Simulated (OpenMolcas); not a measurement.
**Cr4+, Mo4+, W4+: d² down the group**

```json
{"Program": "OpenMolcas 26.06", "Method": "RASSCF", "Basis": "ANO-RCC-VTZP", "Scalar Hamiltonian": "DKH2, point nucleus", "Spin-orbit coupling": "RASSI with atomic mean-field integrals over the reference wave functions, term energies averaged over their components"}
```

Active space for each ion: 8 electrons in 8 orbitals (RAS1 p, at most 2 holes; RAS2 d).

Computed levels in cm-1 above ³F₂:

```json
{"Level": "³F₃", "Cr4+": "532", "Mo4+": "1598", "W4+": "6659"}
{"Level": "³F₄", "Cr4+": "1212", "Mo4+": "3444", "W4+": "12507"}
{"Level": "¹D₂", "Cr4+": "14998", "Mo4+": "11987", "W4+": "15953"}
{"Level": "³P₀", "Cr4+": "18194", "Mo4+": "13209", "W4+": "14397"}
{"Level": "³P₁", "Cr4+": "18382", "Mo4+": "13867", "W4+": "18200"}
{"Level": "³P₂", "Cr4+": "18785", "Mo4+": "15454", "W4+": "25448"}
{"Level": "¹G₄", "Cr4+": "25969", "Mo4+": "19921", "W4+": "25798"}
{"Level": "¹S₀", "Cr4+": "54089", "Mo4+": "41007", "W4+": "47692"}
{"Level": "weight of ³F in the lowest level (%)", "Cr4+": "100", "Mo4+": "99", "W4+": "91"}
```

Mixed levels, with the weight of the term that names them: W4+ ¹D₂ (53 %), W4+ ³P₂ (60 %).

Measured, with the error of the calculation in %. Measured levels: Cr4+ from Sugar and Corliss, J. Phys. Chem. Ref. Data 6, 317 (1977); Mo4+ from Sugar and Musgrove, J. Phys. Chem. Ref. Data 17, 155 (1988); W4+ from the list in J. Phys. B 45, 065001 (2012).

| Level | Cr4+ | Mo4+ | W4+ |
| --- | --- | --- | --- |
| ³F₃ | 508 (+4.7) | 1578 (+1.3) |  |
| ³F₄ | 1142 (+6.2) | 3357 (+2.6) | 11519 (+8.6) |
| ¹D₂ | 13188 (+13.7) | 10190 (+17.6) |  |
| ³P₀ | 15492 (+17.4) | 11161 (+18.3) | 12839 (+12.1) |
| ³P₁ | 15677 (+17.3) | 11807 (+17.4) | 16331 (+11.4) |
| ³P₂ | 16041 (+17.1) | 13408 (+15.3) | 22615 (+12.5) |
| ¹G₄ | 22019 (+17.9) | 16354 (+21.8) | 22346 (+15.5) |
| ¹S₀ | 51146 (+5.8) | 37738 (+8.7) | 43110 (+10.6) |

The fine-structure level ³F₄ changes by a factor of 10.3 from Cr4+ to W4+.

Without spin-orbit coupling ¹D lies 14340, 10387, 9915 cm-1 above ³F in that order; the difference to the level ¹D₂, of either sign, comes from spin-orbit coupling, which also lowers the zero.

Without dynamic correlation excited terms often stand tens of per cent too high (terms of higher spin than the ground term too low), and those without a measured partner can miss by more than the paired ones. Active for correlation alone: 3p; no level in the range computed is led by a configuration that opens it, so any true level of that kind is missing (holds for Cr4+). Active for correlation alone: 4p; no level in the range computed is led by a configuration that opens it, so any true level of that kind is missing (holds for Mo4+). Active for correlation alone: 5p; no level in the range computed is led by a configuration that opens it, so any true level of that kind is missing (holds for W4+). Computed and measured levels are paired by configuration, term and J; levels that our copy of the source lacks, or whose pairing is in doubt (as where it misses far off the trend of its configuration), stay unpaired and out of the deviations. Only configurations of the active space appear.
